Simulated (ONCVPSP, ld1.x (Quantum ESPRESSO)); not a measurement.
# Potentials for C compared

Generated with ld1.x 7.5 (TM, RRKJ, ultrasoft, PAW), atompaw 4.2 or ONCVPSP 4.0.1. The cutoff is in Ry: for ld1.x and atompaw files where the sum of valence levels is converged to 10 mRy in a Bessel basis, for ONCV files where the hardest occupied wave has 1 mHa per electron of residual kinetic energy. The error is the largest all-electron minus pseudo excitation energy over each file’s own four to seven test configurations (ionisations up to +4, promotions, holes and added fractions of an electron), all of which were solved. The labels leave out finer settings (local radius, basis sizes, second energies), which also bear on the numbers. Spin-polarised tests are not counted. The rows are a selection from randomly drawn settings: files with unsolved tests, undetermined cutoffs or missed reference levels are left out.

A true bound ghost makes a file unfit for plane-wave use even where its test errors are small: the radial tests pick states by their node count and pass the ghost by.

| potential | cutoff (Ry) | largest error (meV) | bound ghosts |
| --- | --- | --- | --- |
| ONCV, PBE, scalar-relativistic, rc 1.00/1.90/1.65 (spd), local smoothed, core correction yes, reference 2s2 2p2, qcut 5.9/8.8/5.5, projectors 2/3/2 | 38 | +351 | none |
| RRKJ, PBE, non-relativistic, rc 0.95/2.30 (sp), local smoothed, core correction yes, reference 2s1 2p0 | 40 | +2884 | none |
| ultrasoft, LDA (PZ), scalar-relativistic, rc 1.20/2.10 (sp), local smoothed, core correction yes, reference 2s2 2p0.5 | 15 | +151 | none |
| ONCV, PBE, scalar-relativistic, rc 1.00/2.30/1.90 (spd), local s, core correction yes, reference 2s2 2p2, qcut 8.1/7.1/5.9, projectors 0/3/2 | 43 | +664 | none |
| ONCV, LDA (Perdew-Zunger), scalar-relativistic, rc 1.00/3.10/3.30 (spd), local smoothed, core correction yes, reference 2s2 2p1.5, qcut 5.9/3.9/2.9, projectors 2/3/1 | 41 | +1393 | none |

(1) Fill in the row for C: ONCV, PBEsol, scalar-relativistic, rc 0.85/2.95/2.55 (spd), local smoothed, core correction yes, reference 2s2 2p2, qcut 6.2/4.1/4.3, projectors 3/2/2.

(2) Fill in the row for C: ONCV, PW91, non-relativistic, rc 1.35/1.35 (sp), local p, core correction yes, reference 2s1 2p3, qcut 5.7/9.1, projectors 2/0.

(3) Fill in the row for C: ONCV, PBE, scalar-relativistic, rc 1.15/0.95/1.15 (spd), local smoothed, core correction no, reference 2s2, qcut 6.3/9/8, projectors 1/1/2.

Results:

(1) cutoff 38 Ry, largest error +2683 meV, bound ghosts: s, p, d.

(2) cutoff 58 Ry, largest error +183 meV, bound ghosts: none.

(3) cutoff 36 Ry, largest error +168 meV, bound ghosts: none.
